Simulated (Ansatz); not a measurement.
`[NH2][GeH2][B](O)O` and `NCB(O)O` differ in one element.

Ansatz, PBE0-D4/def2-TZVP geometries, multiplicity 1. Each molecule was computed in one conformer, which needn't be the lowest.

Scalar relativity is left out up to krypton.

```
                                          property  `[NH2][GeH2][B](O)O`
                 LUMO energy (PBE/def2-TZVPP) / eV                 -0.99
size of the dipole moment (ωB97M-V/def2-TZVPP) / D                  2.18
               HOMO energy (B3LYP/def2-TZVPP) / eV                 -6.61
           HOMO–LUMO gap (ωB97M-V/def2-TZVPP) / eV                 10.75
             HOMO–LUMO gap (B3LYP/def2-TZVPP) / eV                  6.25
                HOMO energy (PBE0/def2-TZVPP) / eV                 -6.84
```

Q: What does the change do to each property? (An estimate is asked.)

A: Computed: 
| property | `NCB(O)O` | shift |
| --- | --- | --- |
| LUMO energy (PBE/def2-TZVPP) / eV | -0.17 | 0.82 |
| size of the dipole moment (ωB97M-V/def2-TZVPP) / D | 1.66 | -0.52 |
| HOMO energy (B3LYP/def2-TZVPP) / eV | -7.05 | -0.44 |
| HOMO–LUMO gap (ωB97M-V/def2-TZVPP) / eV | 11.67 | 0.92 |
| HOMO–LUMO gap (B3LYP/def2-TZVPP) / eV | 7.35 | 1.10 |
| HOMO energy (PBE0/def2-TZVPP) / eV | -7.28 | -0.44 |

With PBE0 the HOMO falls by 0.44 eV and the LUMO rises by 0.77 eV, so the gap widens by about 1.21 eV. PBE moves the HOMO by -0.34 eV and ωB97M-V by -0.59 eV. Dipoles are sizes alone; their direction can turn.

B3LYP here is the variant with VWN-RPA as its local correlation; programs differ in this.
